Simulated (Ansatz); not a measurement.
`FCBCl` and `OCBCl` differ in one atom or group.

Ansatz, PBE0-D4/def2-TZVP geometries, multiplicity 1. Each molecule was computed in one conformer, which needn't be the lowest.

```
                                          property  `FCBCl`
size of the dipole moment (ωB97M-V/def2-TZVPP) / D     1.96
             LUMO energy (ωB97M-V/def2-TZVPP) / eV     0.53
                HOMO energy (PBE0/def2-TZVPP) / eV    -8.63
             HOMO energy (ωB97M-V/def2-TZVPP) / eV   -10.94
               HOMO energy (B3LYP/def2-TZVPP) / eV    -8.41
                 LUMO energy (PBE/def2-TZVPP) / eV    -2.50
```

Give the same properties after the change, and the shifts. (Estimate.)

Ansatz gave: 
| property | `OCBCl` | shift |
| --- | --- | --- |
| size of the dipole moment (ωB97M-V/def2-TZVPP) / D | 1.24 | -0.72 |
| LUMO energy (ωB97M-V/def2-TZVPP) / eV | 0.56 | 0.03 |
| HOMO energy (PBE0/def2-TZVPP) / eV | -8.12 | 0.51 |
| HOMO energy (ωB97M-V/def2-TZVPP) / eV | -10.56 | 0.38 |
| HOMO energy (B3LYP/def2-TZVPP) / eV | -7.86 | 0.55 |
| LUMO energy (PBE/def2-TZVPP) / eV | -2.45 | 0.05 |

With PBE0 the HOMO rises by 0.51 eV and the LUMO rises by 0.05 eV, so the gap narrows by about 0.46 eV. PBE moves the HOMO by 0.72 eV and ωB97M-V by 0.38 eV. The zero-point energy changes by 31.1 kJ/mol with +3 modes. Dipoles are sizes alone; their direction can turn.

B3LYP here is the variant with VWN-RPA as its local correlation; programs differ in this.
